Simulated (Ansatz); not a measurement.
Computed with Ansatz on PBE0-D4/def2-TZVP structures; ΔE is electronic, products minus reactants. CCSD(T)/CBS is the MP2 limit (def2-TZVPP, def2-QZVPP) plus CCSD(T) − MP2 in def2-TZVPP, frozen cores. This one scheme is used for every species. Each species was taken in one conformer, which may not be the lowest.

Consider the cleavage of the Si–Al bond: `C=N[SiH2][AlH][SiH3]` + H–F → `C=N[SiH2]F` + `[AlH2][SiH3]`.

| species | MP2/def2-QZVPP energy (Eh) |
| --- | --- |
| `C=N[SiH2][AlH][SiH3]` | -917.55774 |
| H–F | -100.36692 |
| `C=N[SiH2]F` | -483.98328 |
| `[AlH2][SiH3]` | -533.99720 |

Problem. Work out ΔE.

Solution. ΔE = (-483.98328) + (-533.99720) − (-917.55774) − (-100.36692) = -0.05582 Eh = -1.52 eV. CCSD(T)/CBS gives -1.46 eV.

Largest T1 diagnostic among the species: 0.014.

The D4 term adds +0.10 eV with B3LYP and +0.06 eV with PBE0; it sums over pairs of atoms, weighted by their polarisabilities, and B3LYP, whose exchange is more repulsive, gets the larger term. In def2-TZVPP, CCSD(T) changes the Hartree–Fock value by +0.39 eV (the triples alone add +0.06 eV) and MP2 by +0.34 eV. From PBE to PBE0 (25 % exact exchange), in def2-TZVPP and without D4, ΔE moves by −0.06 eV.

B3LYP here is the variant with VWN-RPA as its local correlation; programs differ in this.
